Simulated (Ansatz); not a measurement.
C2H6OSe (`COC[SeH]`). Total charge 0; spin multiplicity 1. Geometry: relaxed with PBE0-D4/def2-TZVP. It is one conformer, not always the lowest.

```xyz
10

C    -0.645   -0.090   -1.168
O    -0.089    0.984   -0.453
C     0.724    0.602    0.594
Se   -0.201   -0.200    2.151
H    -1.328   -0.671   -0.537
H    -1.202    0.335   -2.003
H     0.138   -0.755   -1.557
H     1.494   -0.114    0.287
H     1.193    1.501    0.990
H    -0.084   -1.592    1.697
```

(1) What is the dipole moment at PBE/def2-TZVPP? (Best estimate.)

(2) And with r2SCAN, B3LYP, ωB97M-V? (Estimate.)

(3) Give the Mulliken charges with PBE, r2SCAN, B3LYP in def2-TZVPP. (Estimate.)

Results:

(1) Computed: 1.70 D, with components (0.63, -0.94, -1.26) D in this frame, pointing from negative to positive charge.

(2) Ansatz gave: r2SCAN 1.81 D, B3LYP 1.73 D, ωB97M-V 1.73 D.

(3) Ansatz gave: 
```tsv
atom	PBE	r2SCAN	B3LYP
C1	-0.14	0.00	-0.12
O2	-0.22	-0.29	-0.28
C3	-0.10	0.03	-0.08
Se4	-0.12	-0.14	-0.10
H5	0.09	0.07	0.10
H6	0.11	0.07	0.12
H7	0.08	0.05	0.08
H8	0.10	0.07	0.11
H9	0.14	0.10	0.14
H10	0.04	0.05	0.04
```

B3LYP here is the variant with VWN-RPA as its local correlation; programs differ in this.
